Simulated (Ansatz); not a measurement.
**Question.** Name a neutral molecule of C, O and H with LUMO energy (B3LYP/def2-TZVPP) between -0.05 and 0.25 eV and LUMO energy (ωB97M-V/def2-TZVPP) between 2.15 and 2.45 eV (Ansatz, PBE0-D4/def2-TZVP geometry).

**Answer.** `CCCCC(=O)OCC(C)C` (0.14 eV, 2.24 eV); `C1=CCOC1` (0.07 eV, 2.45 eV); `CC1(C)COC1=O` (0.01 eV, 2.28 eV); `CCC(C)C(=O)O` (0.01 eV, 2.34 eV); `CCOC(=O)C(C)CC` (0.20 eV, 2.37 eV); `COc1ccccc1OC` (0.00 eV, 2.18 eV). Other molecules can fit too; these were computed, each in one conformer that needn't be the lowest.

B3LYP here is the variant with VWN-RPA as its local correlation; programs differ in this.
